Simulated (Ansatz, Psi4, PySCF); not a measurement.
CF3O3S, charge -1, singlet, geometry from GFN2-xTB. Base run: CAMB3LYP/def2-SVP (PySCF).

PySCF was given this input:
```python
from pyscf import gto, scf, dft

mol = gto.M(
    atom='''
O     1.43759940   -0.31893974    1.17113549
S     0.92357543   -0.03591358   -0.15049648
O     1.20167442    1.28840781   -0.66027026
O     1.03510126   -1.11234754   -1.10960410
C    -0.92892797    0.03612172    0.15136868
F    -1.26275110    0.99198614    1.03329425
F    -1.40924817   -1.11942013    0.63811600
F    -1.61673848    0.29420318   -0.97256107
''',
    basis='def2-svp',
    charge=-1,
    verbose=4,
)

mf = dft.RKS(mol)
mf.xc = 'camb3lyp'
mf.kernel()
```

The same geometry, method and basis name were run in Ansatz (a quantum-chemistry and plane-wave program) and Psi4 and PySCF, at each program's defaults and at the settings that a row names. The base is PySCF at its defaults. Differences at the defaults can come from grids, fitting, cores and function types together.

| code and settings | ΔE vs base (µEh) | basis functions | E (Eh) | SCF cycles |
|---|---|---|---|---|
| PySCF, defaults (exact integrals, its default grid, spherical functions) | 0.0 | 116 | -960.79945 | 10 |
| Psi4, defaults (density fitting with its default set, its default grid, spherical functions) | 7.5 | 116 | -960.79944 | 8 |
| Ansatz, defaults (factorised integrals, its default grid, spherical functions) | 6.1 | 116 | -960.79944 | - |
| PySCF, density fitting with def2-universal-jkfit | 9.6 | 116 | -960.79944 | 10 |
| PySCF, fine grid | 2.4 | 116 | -960.79945 | 10 |
| Psi4, exact integrals, spherical functions, fine grid | 2.3 | 116 | -960.79945 | 11 |
| Ansatz, high accuracy | 2.7 | 116 | -960.79945 | - |
